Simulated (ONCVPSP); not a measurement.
Os (Z = 76): ONCV pseudisation with PBE, scalar-relativistic reference atom.

osmium, optimised norm-conserving Vanderbilt (ONCV), made with ONCVPSP 4.0.1 (PBE, scalar-relativistic). Core [Kr] 4d10 4f14 5s2, reference 5p6 5d6.5 6s1.5. Waves: 6s: rc 2.70 bohr, ncon 5, nbas 9, qcut 1.9 1/bohr, 1 projector; 5p: rc 2.00 bohr, ncon 3, nbas 8, qcut 7.3 1/bohr, 2 projectors, debl 0.7 Ha; 5d: rc 2.00 bohr, ncon 4, nbas 9, qcut 6.6 1/bohr, local; f scattering state at 0.45 Ha: rc 2.50 bohr, ncon 4, nbas 8, qcut 4.4 1/bohr, 2 projectors, debl 0.8 Ha. Local part: the d channel. Core correction: Teter function, fcfact 5.5, rcfact 1.6.

In the p channel the program set the typed energies aside and used -1.826, 0.250 Ha.

All-electron outer shells of the reference configuration (PBE, scalar-relativistic, ld1.x):

```json
{"shell": "4f", "level (eV)": "-50.71", "outermost node (bohr)": "–", "outermost maximum (bohr)": "0.40"}
{"shell": "5p", "level (eV)": "-49.70", "outermost node (bohr)": "0.55", "outermost maximum (bohr)": "1.03"}
{"shell": "6s", "level (eV)": "-5.78", "outermost node (bohr)": "1.21", "outermost maximum (bohr)": "2.51"}
{"shell": "5d", "level (eV)": "-5.45", "outermost node (bohr)": "0.60", "outermost maximum (bohr)": "1.36"}
```

(1) Estimate the cutoffs (Ha) at which the residual kinetic energy of the hardest occupied pseudo-wave falls to 1 and 0.1 mHa per electron.

(2) What does a ghost test show?

(3) Which valence shell sets the plane-wave cutoff?

(4) Tests: 5p6 5d6 6s2; 5p6 5d6 6s1; 5p6 5d6 6s0; 5p6 5d4 6s0. Which has the largest error in its energy relative to the reference configuration, and how large is it?

## Answers

(1) 21 Ha and 29 Ha.

(2) Ghosts flagged at negative energy: s at -51.4 eV; no localised positive-energy state flagged. A true bound ghost makes a file unfit for plane-wave use.

(3) 6s: 21 Ha for 1 mHa per electron, against 16 Ha for 5d.

(4) 5p6 5d4 6s0, with -209 meV (all-electron minus pseudo) on +96.76 eV.
